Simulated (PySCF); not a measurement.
## SMILES ClC=C=C=CBr, C$_{4}$H$_{2}$BrCl

Cartesian coordinates in Å; atom numbers follow the order of the lines, from 1:
```xyz
8

Cl   -3.0060   -0.7690    1.0108
C    -1.9363    0.2818    0.1628
C    -0.6380    0.0707    0.0660
C     0.6146   -0.1154   -0.0388
C     1.9122   -0.3127   -0.1395
Br    3.0518    0.8581   -1.0645
H    -2.4257    1.1471   -0.2931
H     2.4207   -1.1715    0.3059
```

Theory: quadratic response PBE0/def2-SVPD first hyperpolarisability, Taylor convention, gas phase (PySCF 2.14.0). Geometry: PBE0-D3(BJ)/def2-SVP.

The calculation is non-relativistic, which matters for the atoms heavier than Zn.

**Question.** Give the tensor of the second harmonic β(−2ω;ω,ω) at 1064 nm in the axes of these coordinates.

**Answer.** In au, Taylor convention; rows are the first index (the induced dipole):
|  | xx | yy | zz | xy | xz | yz |
| --- | --- | --- | --- | --- | --- | --- |
| x | +8.7 | -26.6 | -29.6 | +16.8 | -26.5 | -18.5 |
| y | +13.2 | -32.7 | -6.1 | -23.9 | -16.3 | +5.3 |
| z | -23.4 | +6.2 | +42.8 | -16.8 | -25.5 | -5.0 |

Norm of βᵢ = ⅓ Σⱼ (βᵢⱼⱼ + βⱼᵢⱼ + βⱼⱼᵢ): 53.6 au, hyper-Rayleigh value 36.8 au.
